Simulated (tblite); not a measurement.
Isomers of C8H11N3. Calculated harmonic vibrations of the isolated species, GFN2-xTB (tblite), most abundant isotopes, no scaling. This tight-binding method is rough: wavenumbers can miss measured ones by several per cent, in bad cases by 10 to 20. One conformer each.

Electronic energies: GFN2-xTB at the same geometries; isomer energies are rough at this level and their order can be wrong.

| SMILES | electronic energy, lowest = 0 (kcal/mol) |
| --- | --- |
| CCCCn1ccc(C#N)n1 | 33.0 |
| CCc1cnnnc1C1CC1 | 55.1 |
| c1ncnc(C2CCCC2)n1 | 0.0 |
| C=CCn1ncc(C2CC2)n1 | 49.7 |
| CC(C)(C)n1ccc(C#N)n1 | 28.5 |
| C=Cn1nc(C)c(C2CC2)n1 | 40.2 |
| C#Cc1nn(CC)nc1CC | 52.8 |
| CC[C@H](C)n1nccc1C#N | 29.1 |

Question: How do GFN2-xTB zero-point energies change the relative energies?

Answer: 
| SMILES | ZPE (kcal/mol) | of it from modes above 1550 cm⁻¹ | electronic (kcal/mol) | with ZPE, lowest = 0 (kcal/mol) | lowest mode (cm⁻¹) | rings |
| --- | --- | --- | --- | --- | --- | --- |
| c1ncnc(C2CCCC2)n1 | 114.3 | 49.5 | 0.0 | 0.0 | 6i | 2 |
| CC(C)(C)n1ccc(C#N)n1 | 112.1 | 51.7 | 28.5 | 26.3 | 26 | 1 |
| CC[C@H](C)n1nccc1C#N | 112.5 | 51.3 | 29.1 | 27.3 | 20 | 1 |
| CCCCn1ccc(C#N)n1 | 112.9 | 51.1 | 33.0 | 31.5 | 23 | 1 |
| C=Cn1nc(C)c(C2CC2)n1 | 111.8 | 50.9 | 40.2 | 37.7 | 41 | 2 |
| C=CCn1ncc(C2CC2)n1 | 112.2 | 50.9 | 49.7 | 47.6 | 19 | 2 |
| C#Cc1nn(CC)nc1CC | 111.3 | 51.3 | 52.8 | 49.8 | 18 | 1 |
| CCc1cnnnc1C1CC1 | 112.2 | 48.0 | 55.1 | 52.9 | 41 | 2 |

The zero-point energies span 3.0 kcal/mol, from `C#Cc1nn(CC)nc1CC` to `c1ncnc(C2CCCC2)n1`. Slightly imaginary modes are left out of the zero-point energy: `c1ncnc(C2CCCC2)n1` 6.3i cm⁻¹. The order is unchanged.
